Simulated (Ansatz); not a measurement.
Ansatz (a quantum-chemistry and plane-wave program) job for C₃H₄ClFSi, SMILES C#C[Si@H](Cl)CF, PBE0-D3(BJ)/def2-SVP. 

Ansatz 0.2 input:
```yaml
crystal:
  periodic: [false, false, false]
  atoms:
    - {symbol: C, position_ang: [2.39789498, -0.05492732, -1.60615251]}
    - {symbol: C, position_ang: [1.46720213, 0.11496782, -0.82241739]}
    - {symbol: Si, position_ang: [0.05787492, 0.37151149, 0.31465201]}
    - {symbol: Cl, position_ang: [0.06901507, -1.09256993, 1.79994162]}
    - {symbol: C, position_ang: [-1.58509609, 0.19374371, -0.63073413]}
    - {symbol: F, position_ang: [-1.66208401, 1.20724914, -1.58336054]}
    - {symbol: H, position_ang: [3.21974461, -0.20351103, -2.29529999]}
    - {symbol: H, position_ang: [0.16386673, 1.71918201, 0.95510967]}
    - {symbol: H, position_ang: [-1.64199821, -0.80004366, -1.12972684]}
    - {symbol: H, position_ang: [-2.44636833, 0.26895298, 0.07185079]}
basis:
  gaussian:
    orbitals: def2-SVP
hamiltonian:
  xc: pbe0
  dispersion: d3bj
relax: {f_tol: 0.002, max_steps: 200}
```

Program output:

```
WARN ansatz: RAYON_NUM_THREADS=1 ignored (pool sized by the plan → 1); use --threads N
Functional definition: PBE0
integrals: 0.07 GiB planned
1195 factors; integrals over basis functions are off by at most 4.7e-4 eV
mean field: 0.53 GiB planned
mean field evaluation 1: about -26263.6480 eV, gradient 4.0e1 eV
mean field evaluation 2: about -26263.6950 eV, gradient 4.0e1 eV
mean field evaluation 4: about -26267.8106 eV, gradient 2.4e0 eV
mean field evaluation 8: about -26267.8473 eV, gradient 5.9e-2 eV
mean field evaluation 16: about -26267.8474 eV, gradient 6.9e-5 eV
mean field -26267.84735070 eV, -965.3255851520 hartree, gradient 6.9e-5 eV, S^2 0.000000; 0 other end points of the search recorded, 0 dependent functions left out
the calculation of the forces begins
reference -26267.84737579 eV, -965.3255860739 hartree; 31, 31 occupied and 81, 81 virtual orbitals, 1195 factors
relax step   1: F+E_penalty+E_count = -26268.06764582 eV  Δ(F+E_penalty+E_count) = +0.000e0 eV  max|allowed force component| = 8.182e-1 eV/Å  Δτ_max = 0.0000 Å  (27 SCF iters, accepted)
these checks for a lower state are left out or cut short: starts, cluster_reference, orbital_swaps, neighbouring_geometries, increment
integrals: 0.07 GiB planned
1195 factors; integrals over basis functions are off by at most 4.4e-4 eV
mean field: 0.53 GiB planned
mean field -26267.86676765 eV, -965.3262987115 hartree, gradient 1.5e-5 eV, S^2 0.000000; 0 other end points of the search recorded, 0 dependent functions left out
the calculation of the forces begins
reference -26267.86679264 eV, -965.3262996298 hartree; 31, 31 occupied and 81, 81 virtual orbitals, 1195 factors
relax step   2: F+E_penalty+E_count = -26268.08829280 eV  Δ(F+E_penalty+E_count) = -2.065e-2 eV  max|allowed force component| = 1.365e-1 eV/Å  Δτ_max = 0.0273 Å  (32 SCF iters, accepted)
these checks for a lower state are left out or cut short: starts, cluster_reference, orbital_swaps, neighbouring_geometries, increment
integrals: 0.07 GiB planned
1195 factors; integrals over basis functions are off by at most 4.4e-4 eV
mean field: 0.53 GiB planned
mean field -26267.86795391 eV, -965.3263423060 hartree, gradient 1.3e-5 eV, S^2 0.000000; 0 other end points of the search recorded, 0 dependent functions left out
the calculation of the forces begins
reference -26267.86797887 eV, -965.3263432231 hartree; 31, 31 occupied and 81, 81 virtual orbitals, 1195 factors
relax step   3: F+E_penalty+E_count = -26268.08968671 eV  Δ(F+E_penalty+E_count) = -1.394e-3 eV  max|allowed force component| = 5.408e-2 eV/Å  Δτ_max = 0.0085 Å  (25 SCF iters, accepted)
these checks for a lower state are left out or cut short: starts, cluster_reference, orbital_swaps, neighbouring_geometries, increment
integrals: 0.07 GiB planned
1195 factors; integrals over basis functions are off by at most 4.4e-4 eV
mean field: 0.53 GiB planned
mean field evaluation 32: about -26267.8681 eV, gradient 1.0e-4 eV
mean field -26267.86806591 eV, -965.3263464217 hartree, gradient 1.8e-5 eV, S^2 0.000000; 0 other end points of the search recorded, 0 dependent functions left out
the calculation of the forces begins
reference -26267.86809085 eV, -965.3263473384 hartree; 31, 31 occupied and 81, 81 virtual orbitals, 1195 factors
relax step   4: F+E_penalty+E_count = -26268.08982017 eV  Δ(F+E_penalty+E_count) = -1.335e-4 eV  max|allowed force component| = 1.903e-2 eV/Å  Δτ_max = 0.0031 Å  (24 SCF iters, accepted)
these checks for a lower state are left out or cut short: starts, cluster_reference, orbital_swaps, neighbouring_geometries, increment
integrals: 0.07 GiB planned
1195 factors; integrals over basis functions are off by at most 4.4e-4 eV
mean field: 0.53 GiB planned
mean field -26267.86809006 eV, -965.3263473094 hartree, gradient 6.8e-6 eV, S^2 0.000000; 0 other end points of the search recorded, 0 dependent functions left out
the calculation of the forces begins
reference -26267.86811500 eV, -965.3263482258 hartree; 31, 31 occupied and 81, 81 virtual orbitals, 1195 factors
relax step   5: F+E_penalty+E_count = -26268.08984975 eV  Δ(F+E_penalty+E_count) = -2.958e-5 eV  max|allowed force component| = 6.430e-3 eV/Å  Δτ_max = 0.0022 Å  (25 SCF iters, accepted)
these checks for a lower state are left out or cut short: starts, cluster_reference, orbital_swaps, neighbouring_geometries, increment
integrals: 0.07 GiB planned
1195 factors; integrals over basis functions are off by at most 4.4e-4 eV
mean field: 0.53 GiB planned
mean field -26267.86810038 eV, -965.3263476885 hartree, gradient 1.4e-5 eV, S^2 0.000000; 0 other end points of the search recorded, 0 dependent functions left out
the calculation of the forces begins
reference -26267.86812531 eV, -965.3263486048 hartree; 31, 31 occupied and 81, 81 virtual orbitals, 1195 factors
relax step   6: F+E_penalty+E_count = -26268.08986629 eV  Δ(F+E_penalty+E_count) = -1.654e-5 eV  max|allowed force component| = 3.647e-3 eV/Å  Δτ_max = 0.0033 Å  (25 SCF iters, accepted)
these checks for a lower state are left out or cut short: starts, cluster_reference, orbital_swaps, neighbouring_geometries, increment
integrals: 0.07 GiB planned
1195 factors; integrals over basis functions are off by at most 4.4e-4 eV
mean field: 0.53 GiB planned
mean field -26267.86810994 eV, -965.3263480397 hartree, gradient 6.5e-5 eV, S^2 0.000000; 0 other end points of the search recorded, 0 dependent functions left out
the calculation of the forces begins
reference -26267.86813487 eV, -965.3263489559 hartree; 31, 31 occupied and 81, 81 virtual orbitals, 1195 factors
relax step   7: F+E_penalty+E_count = -26268.08986884 eV  Δ(F+E_penalty+E_count) = -2.552e-6 eV  max|allowed force component| = 7.417e-4 eV/Å  Δτ_max = 0.0016 Å  (21 SCF iters, accepted)
integrals: 0.07 GiB planned
1195 factors; integrals over basis functions are off by at most 4.4e-4 eV
mean field: 0.53 GiB planned
mean field evaluation 64: about -26267.8681 eV, gradient 9.3e-4 eV
mean field -26267.86810994 eV, -965.3263480397 hartree, gradient 6.5e-5 eV, S^2 0.000000; 1 other end points of the search recorded, 0 dependent functions left out
the calculation of the forces begins
reference -26267.86813487 eV, -965.3263489559 hartree; 31, 31 occupied and 81, 81 virtual orbitals, 1195 factors
Total energy: -26268.08989378 eV, -965.3344984454 hartree
Atom 0 at     2.386815    -0.053125    -1.598225 Å, force     0.000037     0.000128     0.000137 eV/Å
Atom 1 at     1.463200     0.114610    -0.824509 Å, force    -0.000026     0.000742    -0.000150 eV/Å
Atom 2 at     0.056993     0.375527     0.307272 Å, force    -0.000020    -0.000203     0.000004 eV/Å
Atom 3 at     0.061794    -1.085549     1.773673 Å, force    -0.000095    -0.000218    -0.000002 eV/Å
Atom 4 at    -1.576211     0.195890    -0.628234 Å, force     0.000589     0.000203     0.000060 eV/Å
Atom 5 at    -1.663719     1.189715    -1.578814 Å, force    -0.000070     0.000065    -0.000070 eV/Å
Atom 6 at     3.205138    -0.200867    -2.281278 Å, force    -0.000022    -0.000324    -0.000007 eV/Å
Atom 7 at     0.167953     1.707875     0.951937 Å, force     0.000091    -0.000151    -0.000186 eV/Å
Atom 8 at    -1.632588    -0.792516    -1.117004 Å, force    -0.000109    -0.000246     0.000250 eV/Å
Atom 9 at    -2.429323     0.272996     0.069044 Å, force    -0.000374     0.000004    -0.000036 eV/Å
Dipole moment:     0.078810    -0.081332    -0.106671 e Å
```

Self-consistency was reached.
